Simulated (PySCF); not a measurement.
C₃H₆ClFO₂S.
Structure used (PBE0-D3(BJ)/def2-SVP), in Å, numbered top down from 1:
```xyz
14
C3H6ClFO2S angstrom
C     -0.2340    1.4658   -0.2245
C     -0.2003   -0.0364   -0.3958
C     -1.1351   -0.8020    0.5297
F     -2.4127   -0.3798    0.2802
S      1.4765   -0.6899   -0.2841
O      2.3495    0.0997   -1.1231
O      1.4314   -2.1345   -0.3674
Cl     1.9532   -0.2116    1.7101
H      0.4118    1.9621   -0.9604
H      0.0889    1.7539    0.7866
H     -1.2695    1.8034   -0.3695
H     -0.4340   -0.3142   -1.4404
H     -0.8842   -0.5977    1.5835
H     -1.0617   -1.8844    0.3444
```

Computed with PySCF at PBE0/def2-SVPD, non-relativistic, on one gas-phase PBE0-D3(BJ)/def2-SVP geometry that isn't relaxed in the solvent. The solvent is an IEF-PCM continuum (Bondi radii, 1.10 Å for H, scaled by 1.2), and excitations are vertical TDDFT with non-equilibrium linear response and a frozen core. The model holds no explicit solvent molecules, cavitation or dispersion.

Gas-phase singlets (H = HOMO, L = LUMO):

```tsv
state	E (eV)	λ (nm)	f	leading configurations
S1	5.487	226	0.004	H→L 97%
S2	5.992	207	0.003	H-2→L 94%
S3	6.127	202	0.056	H-1→L 80%
S4	6.260	198	0.007	H-3→L 85%
S5	7.014	177	0.013	H-4→L 66%, H-5→L 13%, H-7→L 10%
```

Task: How does the list change in chloroform (ε = 4.711)?

Result: 
```csv
state,E (eV),λ (nm),f,leading configurations,change by rank (eV)
S1,5.530,224,0.004,H→L 97%,+0.043
S2,5.968,208,0.003,H-2→L 89%,-0.024
S3,6.106,203,0.088,H-1→L 88%,-0.021
S4,6.318,196,0.007,"H-3→L 61%, H-4→L 18%, H-5→L 12%",+0.058
S5,6.809,182,0.014,"H-4→L 56%, H-3→L 25%, H-5→L 9%",-0.205
```

Task: The ground-state energy changes by -0.218 eV from gas to chloroform. By how much does the total energy of gas-phase S1 change?

Result: E(S1) = E(S0) + excitation energy, so it changes by -0.218 + 0.043 = -0.175 eV: it is lowered less than the ground state, which is what a blue shift means. This is the vertical state, with the slow part of the continuum still set for S0.

Task: How do the frontier levels move from gas to chloroform?

Result: 
```tsv
orbital	gas (eV)	solvent (eV)	change (eV)	Löwdin shares, gas	Löwdin shares, solvent
LUMO+2	0.62	0.83	+0.21	S5 30 %, H12 18 %, Cl8 11 %, C2 10 %	S5 20 %, F4 17 %, C3 11 %, Cl8 8 %
LUMO+1	0.22	0.31	+0.09	S5 27 %, O6 10 %, O7 10 %, C3 10 %	S5 33 %, O6 13 %, O7 13 %, Cl8 10 %
LUMO	-2.27	-2.19	+0.08	Cl8 41 %, S5 28 %, O6 11 %, O7 11 %	Cl8 41 %, S5 28 %, O6 11 %, O7 11 %
HOMO	-9.41	-9.39	+0.02	Cl8 54 %, O7 22 %, O6 21 %	Cl8 56 %, O7 20 %, O6 19 %
HOMO-1	-9.69	-9.59	+0.10	O7 24 %, O6 20 %, Cl8 18 %, C2 12 %	O7 22 %, O6 19 %, Cl8 17 %, C2 13 %
HOMO-2	-9.96	-9.84	+0.12	Cl8 74 %, F4 5 %, S5 5 %	Cl8 66 %, F4 9 %, C3 6 %, S5 4 %
HOMO-3	-10.17	-10.11	+0.06	O6 36 %, O7 32 %, Cl8 10 %, S5 6 %	O6 21 %, O7 21 %, Cl8 16 %, F4 9 %
```

The HOMO–LUMO gap goes from 7.14 to 7.20 eV. Rows go by rank; for HOMO-3, HOMO-2 and LUMO+2 the atom shares or the degeneracy differ between the runs, so the row needn't follow one orbital.
